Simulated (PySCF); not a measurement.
Species: C$_{4}$H$_{2}$ISe, net charge -1, singlet state. It need not be the lowest isomer of its formula. Whether it binds its extra electron was not tested at this geometry. 
Coordinates optimised at B3LYP-D3(BJ)/def2-TZVP (Ansatz):
```
C
C 1 1.3585
H 2 1.0782 1 128.39
C 1 1.4113 2 122.91 3 180.00
C 4 1.3381 1 109.29 2 0.00
H 5 1.0807 4 132.09 1 -180.00
Se 2 1.8755 3 121.48 1 180.00
I 1 2.1871 2 115.99 3 0.00
```
Charge -1, spin multiplicity 1.

Dispersion corrections to the total energy (kcal/mol) from the dftd3 and dftd4 libraries through PySCF: D3(BJ) without and D4 with the three-body term, each with the damping fitted for the functional named.

```tsv
functional	D3(BJ)	D4
BHLYP	-10.78	-10.54
PW6B95	?	-6.50
revPBE	-16.46	-21.88
PBE0	-6.22	-6.65
B3LYP	-12.92	?
B2PLYP	-6.46	-5.46
B2GP-PLYP	?	-3.36
```

Task: What belongs in the gaps?

Result: 
- PW6B95, D3(BJ): -4.30
- B3LYP, D4: -12.82
- B2GP-PLYP, D3(BJ): -6.14
